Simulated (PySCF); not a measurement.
## SnB and its ions

UHF-CCSD(T); Sn aug-cc-pVDZ-PP with ECP28, B aug-cc-pVDZ; scalar-relativistic core potentials (PySCF 2.14). Neutral (UHF): quartet (σ ↑, π ↑↑), Re = 2.224 Å, ωe = 523 cm⁻¹, De = 2.29 eV.

SnB⁻ (ROHF): triplet (σ ↑, π ↑), Re = 2.175 Å, ωe = 553 cm⁻¹, De = 2.32 eV to Sn⁻ + B. The energies at the minima are -238.08327 hartree for SnB and -238.13249 for SnB⁻.

Problem. Work out the adiabatic electron affinity, without and with harmonic zero-point energies (1 hartree = 27.2114 eV, 1 eV = 8065.5 cm⁻¹), and the change of the bond length.

Solution. At CCSD(T): 0.04922 hartree = 1.339 eV between the minima; the zero-point term (523.0 − 553.0)/2 cm⁻¹ = -0.002 eV makes it 1.337 eV. Re changes by -4.9 pm against the neutral. The electron enters a π orbital; the charge polarises the partner, so the anion is bound more strongly.

Correlated steps freeze 5 core orbitals. UHF and ROHF references stand side by side, which adds small steps between rows. Correlated levels converge slowly with the basis: in double zeta they bind strong bonds too weakly, by up to about 1 eV, and carry superposition errors of some tenths. Spin–orbit coupling is left out, which matters for elements this heavy, above all for dissociation energies. For an ion De counts to the pair picked by the measured ionisation energies or electron affinities, which need not be the lowest pair at this level. States were picked by a PBE0 search and need not be the measured ground states.

Neutral and ion stand on different kinds of reference determinant, which adds to the error of the difference.
